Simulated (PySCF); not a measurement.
TcO₃Cl: fields on a plane

Method: PySCF, PBE0, basis Tc def2-SVP with ECP28, O def2-SVP, Cl def2-SVP (scalar-relativistic core potentials, no spin–orbit coupling, density fitting).

The singlet minimum has Tc–Cl 2.234 Å, Tc–O 1.659 Å (×3); Cl–Tc–O 109.2° (×3), O–Tc–O 109.7° (×3).

The plane holds Tc1 at (0.00, 0.00), O2 at (1.66, 0.00), O3 at (-0.56, 1.56) Å. Columns run from x = -2.55 to 4.05 Å, rows from y = 3.75 (top) to -1.95 Å, in steps of 0.3 Å. Other isomers or separated fragments may lie lower. Core electrons replaced by a potential are absent, the electrostatic potential uses the reduced nuclear charge, and values within about 0.7 Å of such atoms have no physical meaning.

Give the electron density (e/Å³) (cut at 5 e/Å³). Lower edges of the bins (e/Å³): '0' 0.000, '1' 0.030, '2' 0.076, '3' 0.151, '4' 0.268, '5' 0.455, '6' 0.750, '7' 1.218, '8' 1.960, '9' 3.136; top 5.00.


```
00000000000000000000000
00000000000000000000000
00000000000000000000000
00000111100000000000000
00001233321000000000000
00013566532000000000000
00024799853100000000000
00125899963210000000000
00125899964211110000000
00124789864333332100000
00013567886555654210000
00012469999778986310000
00012489669889997420000
00012489669889997420000
00012369999778986310000
00012346886555654210000
00011234443333332100000
00001222222111110000000
00000111111000000000000
00000000000000000000000
```

Give the electrostatic potential (V) (cut at 20 V). Every second row and column.


```
-0.2 -0.2 -0.3 -0.3 -0.3 -0.2 -0.1 -0.1 -0.1 -0.1 -0.1 -0.1
-0.2 -0.3 -0.5 -0.6 -0.5 -0.3 -0.2 -0.1 -0.1 -0.1 -0.1 -0.1
-0.2 -0.4 -0.4  0.7  0.2 -0.3 -0.1  0.0 -0.1 -0.1 -0.1 -0.1
-0.1 -0.3  2.6 20.0 20.0  1.2  0.4  0.1 -0.1 -0.2 -0.2 -0.1
 0.1  0.2  5.0 20.0 20.0  6.0  2.3  0.4 -0.3 -0.4 -0.3 -0.2
 0.5  1.2  4.5 18.4 20.0 20.0  8.9  7.6  1.4 -0.6 -0.4 -0.3
 0.8  2.2  7.8 20.0 20.0 20.0 20.0 20.0 15.9 -0.3 -0.5 -0.3
 0.8  2.0  6.7 20.0 20.0 20.0 17.2 20.0  6.8 -0.4 -0.5 -0.3
 0.5  1.1  3.1  8.7 16.8 13.6  5.2  1.8  0.0 -0.4 -0.3 -0.2
 0.3  0.5  1.1  2.3  3.8  3.6  2.0  0.6 -0.1 -0.2 -0.2 -0.1
```
